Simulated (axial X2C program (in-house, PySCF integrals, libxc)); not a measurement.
## Spin–orbit effects down a group: molecules with F (ions), HF

Calculated with an in-house relativistic program for diatomic molecules, spin-free (one-electron X2C) or two-component (2c: spin–orbit coupling with atomic mean-field Coulomb and Gaunt terms, which also bring small scalar terms), in Dyall basis sets with cores contracted in-house; open shells are unrestricted.

Basis sets: F dyall-av3z, Nb dyall-cv3z, Ta dyall-cv3z, V dyall-cv3z.

```
molecule   spin-free state  Re (Å)  ωe (cm⁻¹)  De (eV)  2c state  Re 2c (Å)  ωe 2c (cm⁻¹)  De 2c (eV)
     VF⁺  M_S = 3/2, Λ = 1   1.748      790.0     2.85   Ω = 1/2      1.748         789.9         n/a
    NbF⁺  M_S = 3/2, Λ = 0   1.823      677.8     3.12   Ω = 3/2      1.824         676.6         n/a
    TaF⁺  M_S = 3/2, Λ = 0   1.783      800.1     3.72   Ω = 3/2      1.783         796.7         n/a
```

(1) Work out the shifts from the spin-free to the two-component result.

Fragments in 2c: V+ + F, Nb+ + F, Ta+ + F. Each entry is the lowest single determinant of a limited PBE0 search at one distance. De goes to single-determinant-based atoms at the same level (for ions the charge split of lowest energy) and is withheld (n/a) where an atom does not fit its ground term or J level. Main or longest-lived isotopes. One determinant is a doubtful description, or other states lie close, for VF⁺, NbF⁺, TaF⁺; these need not be ground states, and all values refer to the states named. With several unpaired electrons the Ω given is that of one determinant, not necessarily of the lowest component.

Results:

(1) 

| molecule | 2c state | ΔRe (Å) | Δωe (cm⁻¹) | ΔDe (eV) |
| --- | --- | --- | --- | --- |
| VF⁺ | Ω = 1/2 | 0.000 | -0.1 | n/a |
| NbF⁺ | Ω = 3/2 | 0.001 | -1.2 | n/a |
| TaF⁺ | Ω = 3/2 | 0.000 | -3.4 | n/a |

Shifts of one unit in the last digit are rounding.
